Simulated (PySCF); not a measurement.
## Complete the spectrum of Ti(OPh)Cl3

Species: Ti(OPh)Cl3, C6H5Cl3OTi (singlet state).
Cartesian coordinates in Å at the PBE0-D3(BJ)/def2-SVP level; atoms count from 1:
```
atom  x, y, z in Å
Ti1   -0.5000   -1.2715   -2.8472
O2    -0.3774   -0.9092   -1.1566
C3    -0.1059   -0.2282   -0.0234
C4    -0.3320   -0.8440    1.2092
C5    -0.0483   -0.1407    2.3762
C6     0.4528    1.1599    2.3160
C7     0.6704    1.7626    1.0763
C8     0.3936    1.0744   -0.1007
H9    -0.7232   -1.8625    1.2317
H10   -0.2206   -0.6160    3.3444
H11    0.6745    1.7050    3.2358
H12    1.0615    2.7812    1.0227
H13    0.5503    1.5293   -1.0809
Cl14   1.4860   -1.8374   -3.5177
Cl15  -1.1171    0.5714   -3.8337
Cl16  -1.8990   -2.9083   -3.1858
```

Method: TDDFT CAM-B3LYP/def2-SVPD, vertical, gas phase, core orbitals frozen in the response in PySCF.

Orbital energies (eV): HOMO-3 -10.72, HOMO-2 -10.58, HOMO-1 -9.16, HOMO -8.61, LUMO -2.28, LUMO+1 -2.22, LUMO+2 -1.65.

Lowest singlets, with some entries withheld (?).

```json
{"state": "S1", "E (eV)": "3.56", "f": "0.0028", "main configurations (H = HOMO, L = LUMO)": "H→L (55%), H→L+1 (34%)"}
{"state": "S2", "E (eV)": "3.77", "f": "0.092", "main configurations (H = HOMO, L = LUMO)": "H→L+1 (56%), H→L (35%)"}
{"state": "S3", "E (eV)": "4.20", "f": "0.0034", "main configurations (H = HOMO, L = LUMO)": "H→L+3 (74%), H→L+2 (15%)"}
{"state": "S4", "E (eV)": "4.36", "f": "0.174", "main configurations (H = HOMO, L = LUMO)": "H→L+2 (74%), H→L+3 (15%)"}
{"state": "S5", "E (eV)": "4.63", "f": "0.0045", "main configurations (H = HOMO, L = LUMO)": "H→L+4 (47%), H-2→L (34%)"}
{"state": "S6", "E (eV)": "4.65", "f": "0.0022", "main configurations (H = HOMO, L = LUMO)": "H→L+4 (38%), H-2→L (26%), H-3→L (14%)"}
{"state": "S7", "E (eV)": "4.70", "f": "0.013", "main configurations (H = HOMO, L = LUMO)": "H-3→L (30%), H-2→L+1 (26%), H-1→L (13%)"}
{"state": "S8", "E (eV)": "4.73", "f": "0.011", "main configurations (H = HOMO, L = LUMO)": "H-1→L (40%), H-1→L+1 (22%), H-2→L+1 (10%)"}
{"state": "S9", "E (eV)": "?", "f": "0.0057", "main configurations (H = HOMO, L = LUMO)": "H-3→L+1 (44%), H-4→L+1 (13%), H-2→L (12%)"}
{"state": "S10", "E (eV)": "?", "f": "0.023", "main configurations (H = HOMO, L = LUMO)": "H-2→L+1 (27%), H-3→L+1 (20%), H-3→L (19%)"}
{"state": "S11", "E (eV)": "?", "f": "0.0070", "main configurations (H = HOMO, L = LUMO)": "H-1→L+1 (46%), H-1→L (27%), H-3→L (11%)"}
{"state": "S12", "E (eV)": "?", "f": "0.017", "main configurations (H = HOMO, L = LUMO)": "H-4→L (45%), H-4→L+1 (15%), H-2→L (10%)"}
{"state": "S13", "E (eV)": "?", "f": "0.012", "main configurations (H = HOMO, L = LUMO)": "H-4→L+1 (50%), H-4→L (21%)"}
{"state": "S14", "E (eV)": "?", "f": "0.0002", "main configurations (H = HOMO, L = LUMO)": "H-1→L+2 (48%), H→L+5 (18%), H-1→L+1 (13%)"}
{"state": "S15", "E (eV)": "?", "f": "0.0023", "main configurations (H = HOMO, L = LUMO)": "H-2→L+3 (60%), H-2→L+2 (21%)"}
```

Q: Fill in the withheld entries.

A: 
- S9: E = 4.78 eV
- S10: E = 4.86 eV
- S11: E = 4.89 eV
- S12: E = 5.00 eV
- S13: E = 5.07 eV
- S14: E = 5.28 eV
- S15: E = 5.30 eV

Q: How far apart are S6 and S7, in eV and cm⁻¹?

A: 4.695 − 4.652 = 0.043 eV, or about 350 cm⁻¹.

Q: Where do the lowest triplets lie (Tamm–Dancoff)?

A: T1 3.17 eV, H→L (41%), H→L+1 (27%), H→L+2 (17%); T2 3.47 eV, H→L+1 (47%), H→L (38%); T3 3.94 eV, H→L+2 (52%), H→L+1 (15%), H→L (10%); T4 4.11 eV, H→L+3 (80%). E(S1) − E(T1) = +0.39 eV.

Q: What is the mean static polarisability from the same response equations?

A: 160.9 au (23.84 Å³), with principal values 119.5, 151.5 and 211.8 au.

Time: 58 s wall, 2.2 min CPU (with the writing of density and orbital grids); peak memory 2.2 GiB. Hardware: AMD EPYC 9R45, 2 threads, no GPU, shared host with 96 logical CPUs at a one-minute load of 17.
